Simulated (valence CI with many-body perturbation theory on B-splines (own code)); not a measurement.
## Sb36+: electric-dipole lines

Calculated by relativistic CI+MBPT: five valence electrons over a frozen Dirac-Fock core [Ne], radial functions for each j: 11 s, 11 p, 10 d, 8 f, 5 g, 2 h, with the one-electron correlation potential Σ1, the two-electron term Σ2, the three-electron term Σ3, Breit, model QED; selected CI, second order for the rest, scaled by the run's own slope (own B-spline code, finite nucleus).

No measured spectrum was set against this ion. As an estimate, large intervals hold to a few tenths of a per cent, small ones and those within an open d or f shell to about a per cent. Among the levels kept, up to 4300 cm⁻¹ of a level comes from second order outside the variational space, and about a tenth of that is noise between levels of different J, which matters for small intervals.

Lines 201 to 250 of 566 in falling wavelength, among levels below 35.020 Ry, chosen from the strongest by gf and those to the six lowest levels. Wavelengths and rates use the calculated energies. Electric multipoles are in the length gauge, E1 and E2 with the static RPA response of the core. Weak lines are less certain than strong ones. Lines between different terms over intervals too small for the method are left out, as are lines whose strength nearly cancels. Where a level lies close to another of its J and parity, the split of strength between their lines is uncertain. The highest levels of a list are the least certain.

Levels are named by their leading jj configuration (3d3/2^4 stands for four electrons in 3d with j = 3/2), which in mixed levels can hold well under half, so a name can repeat and another be missing. Letters in brackets count levels of one name in rising energy.

```
λ vac (nm)                               Upper                               Lower   A (s⁻¹)  S (a.u.)
     7.109  (3s 3p1/2 3p3/2^2 3d5/2) J=3/2 [d]  (3s^2 3p1/2 3p3/2 3d5/2) J=1/2 [a]  5.26e+10  3.73e-02
     7.105  (3s^2 3p3/2 3d3/2 3d5/2) J=5/2 [e]      (3s^2 3p3/2^2 3d3/2) J=3/2 [b]  5.41e+10  5.75e-02
     7.104  (3s^2 3p3/2 3d3/2 3d5/2) J=1/2 [a]      (3s^2 3p3/2^2 3d3/2) J=3/2 [a]  1.39e+11  4.92e-02
     7.095        (3s 3p1/2 3p3/2^3) J=3/2 [c]          (3s^2 3p1/2 3p3/2^2) J=1/2  4.63e+10  3.27e-02
     7.094  (3s 3p1/2 3p3/2^2 3d3/2) J=5/2 [f]  (3s^2 3p1/2 3p3/2 3d3/2) J=3/2 [b]  3.32e+10  3.50e-02
     7.094  (3s^2 3p3/2 3d3/2 3d5/2) J=1/2 [a]          (3s^2 3p3/2^2 3d3/2) J=1/2  6.14e+10  2.16e-02
     7.088          (3s^2 3p3/2 3d5/2^2) J=1/2          (3s^2 3p3/2^2 3d5/2) J=1/2  1.17e+11  4.12e-02
     7.084  (3s 3p1/2 3p3/2^2 3d5/2) J=7/2 [f]  (3s^2 3p1/2 3p3/2 3d5/2) J=5/2 [b]  2.76e+10  3.87e-02
     7.078  (3s 3p1/2 3p3/2^2 3d3/2) J=1/2 [d]  (3s^2 3p1/2 3p3/2 3d3/2) J=1/2 [b]  7.83e+10  2.74e-02
     7.077  (3s 3p1/2 3p3/2^2 3d5/2) J=7/2 [c]  (3s^2 3p1/2 3p3/2 3d5/2) J=5/2 [a]  4.10e+10  5.74e-02
     7.070  (3s 3p1/2^2 3d3/2 3d5/2) J=5/2 [b]  (3s 3p1/2^2 3p3/2 3d3/2) J=5/2 [a]  4.48e+10  4.69e-02
     7.065  (3s 3p1/2 3p3/2^2 3d5/2) J=7/2 [f]  (3s^2 3p1/2 3p3/2 3d5/2) J=7/2 [b]  1.18e+11  1.65e-01
     7.063  (3s 3p1/2 3p3/2^2 3d3/2) J=3/2 [g]  (3s^2 3p1/2 3p3/2 3d3/2) J=3/2 [b]  1.15e+11  7.98e-02
     7.063  (3s 3p1/2 3p3/2^2 3d5/2) J=7/2 [c]  (3s^2 3p1/2 3p3/2 3d5/2) J=7/2 [a]  2.81e+10  3.91e-02
     7.055  (3s 3p1/2^2 3d3/2 3d5/2) J=7/2 [b]  (3s 3p1/2^2 3p3/2 3d3/2) J=5/2 [a]  1.51e+10  2.09e-02
     7.046          (3s^2 3p1/2 3d3/2^2) J=1/2  (3s^2 3p1/2 3p3/2 3d3/2) J=1/2 [a]  7.59e+10  2.62e-02
     7.037        (3s 3p3/2^3 3d5/2) J=7/2 [a]          (3s^2 3p3/2^2 3d3/2) J=5/2  1.45e+11  1.99e-01
     7.034             (3p1/2^2 3p3/2^3) J=3/2          (3s 3p1/2^2 3p3/2^2) J=3/2  1.04e+11  7.15e-02
     7.029  (3s 3p1/2 3p3/2^2 3d5/2) J=5/2 [g]  (3s^2 3p1/2 3p3/2 3d5/2) J=5/2 [c]  2.72e+10  2.80e-02
     7.027  (3s^2 3p3/2 3d3/2 3d5/2) J=7/2 [d]          (3s^2 3p3/2^2 3d5/2) J=7/2  4.51e+10  6.18e-02
     7.027      (3s^2 3p1/2 3p3/2 3d5/2) J=3/2          (3s^2 3p1/2 3p3/2^2) J=5/2  6.90e+10  4.73e-02
     7.026  (3s^2 3p1/2 3p3/2 3d5/2) J=1/2 [a]          (3s^2 3p1/2 3p3/2^2) J=3/2  7.89e+10  2.70e-02
     7.024  (3s^2 3p3/2 3d3/2 3d5/2) J=3/2 [b]          (3s^2 3p3/2^2 3d3/2) J=1/2  3.12e+10  2.14e-02
     7.016  (3s^2 3p1/2 3p3/2 3d5/2) J=5/2 [b]          (3s^2 3p1/2 3p3/2^2) J=3/2  5.44e+10  5.56e-02
     7.013          (3s^2 3p1/2 3d5/2^2) J=1/2      (3s^2 3p1/2 3p3/2 3d5/2) J=3/2  1.78e+11  6.07e-02
     7.012  (3s^2 3p3/2 3d3/2 3d5/2) J=3/2 [b]          (3s^2 3p3/2^2 3d3/2) J=5/2  1.33e+11  9.03e-02
     7.011  (3s 3p1/2^2 3p3/2 3d3/2) J=1/2 [b]          (3s^2 3p1/2^2 3d3/2) J=3/2  1.10e+11  3.73e-02
     7.010  (3s 3p1/2 3p3/2^2 3d3/2) J=3/2 [d]  (3s^2 3p1/2 3p3/2 3d3/2) J=1/2 [a]  1.31e+11  8.88e-02
     7.004  (3s 3p1/2 3p3/2^2 3d5/2) J=3/2 [b]  (3s^2 3p1/2 3p3/2 3d5/2) J=5/2 [a]  1.50e+11  1.02e-01
     6.999  (3s 3p1/2 3p3/2^2 3d5/2) J=5/2 [d]  (3s^2 3p1/2 3p3/2 3d3/2) J=5/2 [b]  3.65e+10  3.71e-02
     6.996            (3s 3p3/2^3 3d5/2) J=3/2          (3s^2 3p3/2^2 3d5/2) J=1/2  1.25e+11  8.46e-02
     6.995  (3s^2 3p1/2 3p3/2 3d5/2) J=5/2 [c]          (3s^2 3p1/2 3p3/2^2) J=5/2  1.33e+11  1.35e-01
     6.991  (3s^2 3p3/2 3d3/2 3d5/2) J=3/2 [c]      (3s^2 3p3/2^2 3d3/2) J=3/2 [a]  1.38e+11  9.31e-02
     6.987  (3s 3p1/2 3p3/2^2 3d3/2) J=3/2 [g]  (3s^2 3p1/2 3p3/2 3d3/2) J=1/2 [b]  1.99e+10  1.34e-02
     6.987  (3s 3p1/2 3p3/2^2 3d5/2) J=5/2 [c]  (3s^2 3p1/2 3p3/2 3d5/2) J=5/2 [a]  5.23e+10  5.28e-02
     6.984  (3s 3p1/2 3p3/2^2 3d5/2) J=5/2 [f]  (3s^2 3p1/2 3p3/2 3d5/2) J=5/2 [b]  4.55e+10  4.59e-02
     6.982  (3s^2 3p3/2 3d3/2 3d5/2) J=5/2 [d]          (3s^2 3p3/2^2 3d3/2) J=7/2  1.47e+10  1.48e-02
     6.982            (3s 3p3/2^3 3d3/2) J=5/2      (3s^2 3p3/2^2 3d5/2) J=5/2 [a]  2.73e+10  2.75e-02
     6.982  (3s 3p1/2 3p3/2^2 3d5/2) J=1/2 [b]  (3s^2 3p1/2 3p3/2 3d3/2) J=1/2 [a]  4.49e+10  1.51e-02
     6.973  (3s 3p1/2 3p3/2^2 3d5/2) J=5/2 [c]  (3s^2 3p1/2 3p3/2 3d5/2) J=7/2 [a]  2.91e+10  2.92e-02
     6.972  (3s^2 3p3/2 3d3/2 3d5/2) J=3/2 [a]        (3s 3p1/2 3p3/2^3) J=3/2 [c]  2.17e+10  1.45e-02
     6.968             (3p1/2^2 3p3/2^3) J=3/2          (3s 3p1/2^2 3p3/2^2) J=1/2  2.29e+10  1.53e-02
     6.968            (3s 3p3/2^3 3d5/2) J=5/2      (3s^2 3p3/2^2 3d3/2) J=3/2 [a]  9.07e+10  9.09e-02
     6.968  (3s^2 3p3/2 3d3/2 3d5/2) J=3/2 [c]          (3s^2 3p3/2^2 3d3/2) J=5/2  2.00e+10  1.33e-02
     6.967  (3s 3p1/2 3p3/2^2 3d5/2) J=5/2 [a]  (3s^2 3p1/2 3p3/2 3d3/2) J=3/2 [a]  2.31e+10  2.31e-02
     6.966  (3s 3p1/2 3p3/2^2 3d5/2) J=5/2 [f]  (3s^2 3p1/2 3p3/2 3d5/2) J=7/2 [b]  2.22e+10  2.23e-02
     6.966  (3s 3p1/2 3p3/2^2 3d3/2) J=3/2 [d]  (3s^2 3p1/2 3p3/2 3d3/2) J=5/2 [a]  2.02e+10  1.35e-02
     6.961          (3s^2 3p3/2^2 3d5/2) J=3/2                (3s^2 3p3/2^3) J=3/2  2.17e+11  1.44e-01
     6.956  (3s 3p1/2 3p3/2^2 3d3/2) J=3/2 [f]  (3s^2 3p1/2 3p3/2 3d5/2) J=5/2 [a]  1.92e+10  1.28e-02
     6.952          (3s^2 3p3/2 3d5/2^2) J=9/2          (3s^2 3p3/2^2 3d5/2) J=9/2  1.88e+11  3.11e-01
```
